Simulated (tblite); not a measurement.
C7H11O (doublet state).
SMILES: `[C]1(C)O[C@@H](C21CC2)C`

The geometry is computed with GFN2-xTB (gas phase). This method treats the open shell by occupation alone, without spin polarisation.

Take the most abundant isotopes and a rigid rotor. 

What are A, B and C (GHz)?

Ia = 199.70, Ib = 229.86, Ic = 368.04 u·Å²; 505379 MHz·u·Å²/I gives 2531, 2199 and 1373 MHz, that is A = 2.5307, B = 2.1987, C = 1.3732 GHz.

What kind of rotor is it?

An asymmetric top. Ray's parameter κ = (2B − A − C)/(A − C) = 0.426; −1 is the prolate and +1 the oblate limit.

Is it planar, by Δ = Ic − Ia − Ib?

Not planar: Δ = Ic − Ia − Ib = -61.52 u·Å². For a rigid frame Δ = −2 Σ m c², so Σ m c² = 30.76 u·Å² lies off the ab plane: 12.28 from hydrogen and 18.48 from heavier atoms. The atom farthest from that plane is 1.56 Å away.

Give the other two planar moments, Paa and Pbb, and the rms extents of the mass along the axes.

Paa = Σ m a² = (Ib + Ic − Ia)/2 = 199.10 and Pbb = Σ m b² = (Ia + Ic − Ib)/2 = 168.94 u·Å². With the mass M = 111.08 u, the rms extents √(P/M) along a, b and c are 1.34, 1.23, 0.53 Å.

Where do the levels up to J = 4 lie, in MHz?

Above 0(0,0):
J = 1: 1(0,1) 3572, 1(1,1) 3904, 1(1,0) 4729
J = 2: 2(0,2) 10140, 2(1,2) 10222, 2(1,1) 12699, 2(2,1) 13695, 2(2,0) 14270
J = 3: 3(0,3) 19393, 3(1,3) 19406, 3(1,2) 24030, 3(2,2) 24410, 3(2,1) 26448, 3(3,1) 28427, 3(3,0) 28756
J = 4: 4(0,4) 31363, 4(1,4) 31365, 4(1,3) 38104, 4(2,3) 38192, 4(2,2) 42387, 4(3,2) 43392, 4(3,1) 44908, 4(4,1) 48140, 4(4,0) 48300
Those of J = 1 are B + C, A + C and A + B.

Estimate the classical rotational partition function at 50 K, 100 K and 500 K.

Point group C1, symmetry number σ = 1; q = (√π/σ)·√((kT/h)³/(ABC)), k/h = 20836.6 MHz/K: 21600 at 50 K, 61000 at 100 K, 682000 at 500 K.

For this open shell read J as N, the rotation without spin; fine and hyperfine splittings come on top. Its GFN2-xTB frequencies are all real (lowest 88 cm⁻¹). Zero-point vibration and centrifugal distortion are left out.
